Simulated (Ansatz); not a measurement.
Mulliken charges of CH3BrGaO (`C[O][Ga][Br]`) radical from ωB97M-V/def2-TZVPP in Ansatz (PBE0-D4/def2-TZVP geometry).

```csv
atom,x (Å),y (Å),z (Å),charge (e)
C1,0.604,0.903,0.257,-0.166
O2,-0.373,0.049,-0.282,-0.359
Ga3,-0.508,-1.724,-0.049,0.430
Br4,-2.322,-2.699,-1.113,-0.246
H5,0.496,1.880,-0.222,0.123
H6,0.478,1.041,1.337,0.111
H7,1.625,0.550,0.071,0.107
```

Problem. By hand: the dipole of these point charges (1 e Å = 4.8032 D).

Solution. Σ q r = (0.674, 0.161, 0.440) e Å, of length 0.821 e Å = 3.94 D.

Problem. How does the dipole of the full density compare? (An estimate is asked.)

Solution. Computed: (0.487, 0.107, 0.320) e Å, 2.85 D; the point charges give 1.38 times that, at 1° from its direction.

Point charges leave out the atoms' own dipoles, such as those of lone pairs, and Mulliken's split depends on the basis, so the two needn't agree.
